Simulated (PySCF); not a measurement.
Selenium: a sound run and one with changed settings

Sound run: Se⁺ [Ar] 3d10 4s2 4p3, Se²⁺ [Ar] 3d10 4s2 4p2. Calculation: PySCF 2.14, in 6-31G* (5s4p3d, 32 functions); the non-relativistic Hamiltonian (point nucleus). In the sound run the correlated levels freeze [Ar] 3d10. The sound run starts from symmetry-adapted Hartree-Fock orbitals and uses a fine grid where one is needed.

Changed run: scalar relativity by spin-free X2C-1e. This setting is unsound on purpose.

```
species   method  sound run (hartree)  changed run (hartree)  converged
    Se⁺      UHF          -2399.21035            -2421.14499        yes
    Se⁺    M06-L          -2400.76023            -2422.69533        yes
    Se⁺      LDA          -2397.39779            -2419.32895        yes
    Se⁺      MP2          -2399.26649            -2421.20079        yes
    Se⁺  CCSD(T)          -2399.28212            -2421.21613        yes
   Se²⁺      UHF          -2398.44268            -2420.37336        yes
   Se²⁺    M06-L          -2399.98411            -2421.91509        yes
   Se²⁺      LDA          -2396.60497            -2418.53207        yes
   Se²⁺      MP2          -2398.48662            -2420.41701        yes
   Se²⁺  CCSD(T)          -2398.50440            -2420.43438        yes
```

Ionisation energy of Se⁺:

| method | sound run (eV) | changed run (eV) |
| --- | --- | --- |
| UHF | 20.889 | 20.997 |
| M06-L | 21.119 | 21.231 |
| LDA | 21.574 | 21.684 |
| MP2 | 21.221 | 21.328 |
| SCS-MP2 | 21.103 | 21.210 |
| CCSD | 21.160 | 21.270 |
| CCSD(T) | 21.163 | 21.272 |

Most of the change in total energy is the relativistic energy itself. On top of that the contraction fixes the core shape for the Hamiltonian it was made with, so the changed run is not a good calculation with the other Hamiltonian either.

For comparison, NIST gives 21.196 ± 0.01 eV between the lowest levels.
